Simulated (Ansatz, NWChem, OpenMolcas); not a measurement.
How basis sets differ on C3H10Si (trimethylsilane)

C3H10Si has 14 atoms, charge 0, and is taken as a singlet. SMILES: `C[SiH](C)C`. Geometry: relaxed at PBE0-D4/def2-TZVP.

Quantity: the HOMO–LUMO gap, in eV. The values are calculated.

```tsv
level	kind	program	value (eV)	CPU time
HF/ANO-RCC-MB (DKH2)	Hartree–Fock	OpenMolcas	21.76	3.5 s
HF/STO-3G	Hartree–Fock	NWChem	24.34	6.8 s
HF/3-21G	Hartree–Fock	NWChem	17.88	7 s
HF/ANO-R1 (sfX2C, RICD fitting)	Hartree–Fock	OpenMolcas	14.94	5.3 s
HF/cc-pVDZ	Hartree–Fock	OpenMolcas	16.28	20 s
HF/def2-SVP	Hartree–Fock	NWChem	16.23	33 s
HF/IGLO-II (density fitting with def2-universal-jkfit)	Hartree–Fock	Ansatz	15.64	1.4 s
```

The values span 14.94 to 24.34 eV. A Hartree–Fock LUMO above zero doesn't converge with the basis: it sinks as sets grow more diffuse. Orbital gaps aren't excitation energies. CPU times are rough (shared hosts, several kinds of processor and program).
